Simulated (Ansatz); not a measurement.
Ansatz (a program for electronic structure) input (CCSD(T)/aug-cc-pVDZ):

Ansatz 0.2 input:
```yaml
crystal:
  periodic: [false, false, false]
  atoms:
    - {symbol: C, position_ang: [-1.87553168, -0.34781838, 0.01992119]}
    - {symbol: O, position_ang: [-0.79433697, 0.46619420, 0.15890766]}
    - {symbol: C, position_ang: [0.45678478, -0.06418924, -0.04137165]}
    - {symbol: C, position_ang: [1.50587222, 0.98798525, 0.15782875]}
    - {symbol: O, position_ang: [0.63787662, -1.21317774, -0.33333743]}
    - {symbol: H, position_ang: [-2.81819570, 0.13926959, 0.19227537]}
    - {symbol: H, position_ang: [-1.72326309, -1.38039451, -0.24187567]}
    - {symbol: H, position_ang: [1.43906175, 1.39475630, 1.16794502]}
    - {symbol: H, position_ang: [1.34338670, 1.81299421, -0.53731143]}
    - {symbol: H, position_ang: [2.48794116, 0.55337700, -0.00386490]}
basis:
  gaussian:
    orbitals: aug-cc-pVDZ
magnetization: {spin_polarized: true, initial_magnetization: 1}
correlation: {method: ccsd_t, electrons: outside_noble_gas}
output: {forces: true}
```

End of the output:

```
integrals: 0.85 GiB planned
1573 factors; integrals over basis functions are off by at most 7.6e-4 eV
mean field: 0.81 GiB planned
mean field evaluation 1: about -7240.7010 eV, gradient 2.9e1 eV
mean field evaluation 2: about -7240.7029 eV, gradient 2.9e1 eV
mean field evaluation 4: about -7244.6385 eV, gradient 4.1e0 eV
mean field evaluation 8: about -7244.7806 eV, gradient 1.1e-1 eV
mean field evaluation 16: about -7244.6366 eV, gradient 4.1e0 eV
mean field -7244.78071692 eV, -266.2407806582 hartree, gradient 1.6e-6 eV, S^2 0.762692; 0 other end points of the search recorded, 0 dependent functions left out
5 core orbitals not correlated
reference -7244.78071692 eV, -266.2407806582 hartree; 15, 14 occupied and 140, 141 virtual orbitals, 1573 factors
densities: 7.44 GiB planned
second order -21.40600170 eV of doubles, -0.00000000 eV of singles
coupled cluster: 4.09 GiB planned
cycle   1  -21.62728555 eV  change   -2.2e-1 eV  update   1.2e-1
cycle   2  -22.24310879 eV  change   -6.2e-1 eV  update   3.9e-2
cycle   3  -22.42509799 eV  change   -1.8e-1 eV  update   2.3e-2
cycle   4  -22.42165796 eV  change    3.4e-3 eV  update   7.9e-3
cycle   5  -22.41914184 eV  change    2.5e-3 eV  update   4.0e-3
cycle   6  -22.42060945 eV  change   -1.5e-3 eV  update   1.7e-3
cycle   7  -22.42050755 eV  change    1.0e-4 eV  update   7.6e-4
cycle   8  -22.42051589 eV  change   -8.3e-6 eV  update   3.3e-4
cycle   9  -22.42065269 eV  change   -1.4e-4 eV  update   1.5e-4
cycle  10  -22.42059263 eV  change    6.0e-5 eV  update   6.6e-5
cycle  11  -22.42058101 eV  change    1.2e-5 eV  update   3.1e-5
cycle  12  -22.42060390 eV  change   -2.3e-5 eV  update   1.4e-5
cycle  13  -22.42060823 eV  change   -4.3e-6 eV  update   5.6e-6
cycle  14  -22.42061302 eV  change   -4.8e-6 eV  update   2.3e-6
cycle  15  -22.42061492 eV  change   -1.9e-6 eV  update   9.0e-7
perturbative correction -0.81194000 eV, -0.0298382446 hartree
the calculation of the forces begins
Total energy: -7268.01327184 eV, -267.0945613038 hartree
Atom 0 at    -1.875532    -0.347818     0.019921 Å, force    -0.215699    -0.352180    -0.074275 eV/Å
Atom 1 at    -0.794337     0.466194     0.158908 Å, force     0.167726     1.018127     0.240299 eV/Å
Atom 2 at     0.456785    -0.064189    -0.041372 Å, force    -0.141867     0.767282     0.196146 eV/Å
Atom 3 at     1.505872     0.987985     0.157829 Å, force     0.020515     0.082241     0.019020 eV/Å
Atom 4 at     0.637877    -1.213178    -0.333337 Å, force     0.269852    -1.485503    -0.379481 eV/Å
Atom 5 at    -2.818196     0.139270     0.192275 Å, force    -0.444375     0.222333     0.079462 eV/Å
Atom 6 at    -1.723263    -1.380395    -0.241876 Å, force     0.050660    -0.507153    -0.127229 eV/Å
Atom 7 at     1.439062     1.394756     1.167945 Å, force    -0.046043     0.144186     0.429823 eV/Å
Atom 8 at     1.343387     1.812994    -0.537311 Å, force    -0.087399     0.324968    -0.307270 eV/Å
Atom 9 at     2.487941     0.553377    -0.003865 Å, force     0.426631    -0.214301    -0.076497 eV/Å
Dipole moment:    -0.008472     0.385510     0.095027 e Å
```

It need not be the lowest isomer of its formula.
